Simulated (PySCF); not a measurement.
A structure optimised at B3LYP-D3(BJ)/def2-SVP, used in a PySCF frequency run:

```
Zr
F 1 1.9040
F 1 1.9040 2 109.47
F 1 1.9040 2 109.47 3 120.00
F 1 1.9040 2 109.47 3 -120.00
```

Task: Write its SMILES, formula and point group.

Result: [F][Zr]([F])([F])[F], F4Zr, Td

Task: What are its rotational constants (standard atomic weights)?

Result: 2.7518, 2.7518, 2.7518 GHz
